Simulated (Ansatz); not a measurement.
`BC(O)CO`, one more setting.

```yaml
crystal:
  periodic: [false, false, false]
  atoms:
    - {symbol: B, position_ang: [-0.049810, -1.232808, 1.156970]}
    - {symbol: C, position_ang: [-0.530971, -0.060939, 0.130826]}
    - {symbol: O, position_ang: [0.554802, 0.418963, 1.192060]}
    - {symbol: C, position_ang: [0.047930, 0.124191, -1.310750]}
    - {symbol: O, position_ang: [0.108555, 1.536541, -1.759412]}
    - {symbol: H, position_ang: [0.877921, -2.006654, 0.818238]}
    - {symbol: H, position_ang: [-0.738299, -1.462412, 2.184017]}
    - {symbol: H, position_ang: [-1.503319, 0.515431, 0.300549]}
    - {symbol: H, position_ang: [0.084737, 0.910501, 1.940312]}
    - {symbol: H, position_ang: [1.078541, -0.385430, -1.379156]}
    - {symbol: H, position_ang: [-0.653266, -0.421033, -2.038713]}
    - {symbol: H, position_ang: [0.804030, 2.005793, -1.199343]}
basis:
  gaussian: {orbitals: cc-pVDZ, final_grid: {core_spheres: 5, valence_spheres: 4, degree: 11}}
hamiltonian: {xc: {name: LC-wPBE}}
accuracy: high
```

```sh
$ ansatz run in.yaml --threads 4 --pin off --events-out ev --progress --plain --max-ram 10444MiB
```

It prints (some lines left out):

```
Functional definition: LC-wPBE
2556 factors; integrals over basis functions are off by at most 3.3e-9 eV
606 factors; integrals over basis functions are off by at most 2.8e-9 eV
mean field evaluation 1: about -6949.4189 eV, gradient 4.2e1 eV
mean field evaluation 2: about -6950.1601 eV, gradient 4.1e1 eV
mean field evaluation 4: about -6952.8718 eV, gradient 2.1e0 eV
mean field evaluation 8: about -6952.8804 eV, gradient 2.1e-1 eV
mean field evaluation 16: about -6952.8805 eV, gradient 1.3e-4 eV
mean field -6952.88053949 eV, -255.5136469947 hartree, gradient 1.5e-8 eV, S^2 0.000000; 0 other end points of the search recorded, 0 dependent functions left out
reference -6952.88053949 eV, -255.5136469947 hartree; 20, 20 occupied and 85, 85 virtual orbitals, 2556 factors
Total energy: -6952.88053949 eV, -255.5136469947 hartree
```

It took 1.4 s on 4 threads of an Arm Neoverse V2 on a shared host, with 0.33 GiB of host memory at the peak.
